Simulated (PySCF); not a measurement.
Computed beside measured shifts

System: C12H9F (measured compound), SMILES Fc1ccccc1-c1ccccc1.

Atom-mapped SMILES (hydrogens are numbered by the atom that bears them): [F:1][c:2]1[cH:3][cH:4][cH:5][cH:6][c:7]1-[c:8]1[cH:9][cH:10][cH:11][cH:12][cH:13]1

Method: GIAO KT3/pcSseg-2, gas phase, PySCF SCF with an in-house response code, fitting set def2-universal-JFIT, grid level 2, non-relativistic, geometry: PBE0-D3(BJ)/def2-SVP.

One optimised conformer. Values are averaged over the atoms that symmetry or fast rotation interchanges, on this one geometry and without vibrational averaging. Shifts are the reference shielding less the shielding here, at the same level (13C, 1H against isolated TMS; 19F against isolated CFCl3); nuclei without a reference have shieldings only.

Task: What shifts does this level give for F1, and how do they compare with measurement?

Result: 
```
atom  nucleus  computed / ppm  measured / ppm  computed less measured  measured against  medium of the measurement
  F1      19F          -135.0          -118.6                   -16.4             CFCl3                 not stated
```

Computed 19F and 31P shifts carry an offset from the reference molecule (CFCl3 is hard for DFT, lone H3PO4 or PH3 isn't the 85 % acid), so differences between compounds are more accurate than the values.

Measured values: G. Saielli, R. Bini, A. Bagno, Computational 19F NMR. 2. Organic compounds, RSC Adv. 2014, ESI.
